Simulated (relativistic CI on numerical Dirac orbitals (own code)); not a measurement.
## d5 in a ligand field

Computed with a parametric ligand-field model of a d^n configuration (Racah B and C, spin-orbit zeta, crystal field), exact diagonalisation.

Field parameters in Wybourne normalisation: Oh B⁴₀ = 21Dq, B⁴₄ = √(5/14) B⁴₀. The field is a parameter set, without covalency, and values of 10Dq over about 45,000 cm⁻¹ lie beyond real compounds.

B = 1010 cm⁻¹, C = 3950 cm⁻¹ (C/B = 3.91), Oh, no spin-orbit coupling. Tanabe-Sugano data, E/B above the lowest term (Δ = |10Dq|; b, c mark the second and third term of a kind):

| Δ/B | 6A1 | 4T1 | 4T2 | 4T1(b) | 2T2 | 2A2 |
| --- | --- | --- | --- | --- | --- | --- |
| 1.0 | 0.00 | 29.38 | 29.53 | 34.54 | 42.10 | 42.17 |
| 5.0 | 0.00 | 26.72 | 28.98 | 36.94 | 37.86 | 40.02 |
| 9.0 | 0.00 | 23.16 | 27.49 | 39.80 | 31.10 | 36.71 |
| 13.0 | 0.00 | 19.40 | 25.02 | 42.18 | 23.80 | 33.06 |
| 17.0 | 0.00 | 15.56 | 21.91 | 43.79 | 16.30 | 29.28 |
| 21.0 | 0.00 | 11.67 | 18.45 | 44.72 | 8.68 | 25.42 |
| 25.0 | 0.00 | 7.76 | 14.80 | 45.25 | 0.99 | 21.53 |
| 29.0 | 6.75 | 10.58 | 17.80 | 52.32 | 0.00 | 24.36 |
| 33.0 | 14.53 | 14.42 | 21.77 | 60.30 | 0.00 | 28.20 |
| 37.0 | 22.35 | 18.28 | 25.73 | 68.24 | 0.00 | 32.07 |
| 41.0 | 30.18 | 22.16 | 29.68 | 76.18 | 0.00 | 35.95 |
| 45.0 | 38.04 | 26.06 | 33.63 | 84.10 | 0.00 | 39.84 |

The ground term changes from 6A1 to 2T2 between Δ/B = 25.0 and 29.0.
